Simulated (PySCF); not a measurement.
Computed IR spectrum (relative IR intensity) of a molecule C2H10FNSi2. Geometry: PBE-D3(BJ)/def2-SVP. The values are those of a single conformer. Computed with PBE-D3(BJ)/def2-SVP (PySCF 2.14.0). Frequencies are harmonic and unscaled.

Lines under 2 % of the strongest are left out, and lines within 2 cm⁻¹ are merged.

ν (cm⁻¹): 288 (w), 327 (w), 412 (m), 430 (m), 456 (w), 563 (w), 643 (m), 676 (m), 732 (vs), 750 (w), 791 (w), 837 (w), 869 (s), 897 (w), 900 (vs), 954 (w), 961 (vw), 1028 (w), 1425 (vw), 1494 (m), 2124 (m), 2146 (m), 2166 (s), 2963 (m), 2971 (vw), 3046 (w), 3055 (w), 3485 (w), 3582 (w) (against the strongest line: vs over 80 %, s over 45 %, m over 15 %, w over 4 %, vw less)

Which molecule gave these data?
A) C[Si@H](F)[SiH2]CN
B) N[SiH2][C@@H](F)C[SiH3]
C) C[Si@@H](N)[C@H](F)[SiH3]
D) CC[SiH2][Si@@H](N)F

D, CC[SiH2][Si@@H](N)F
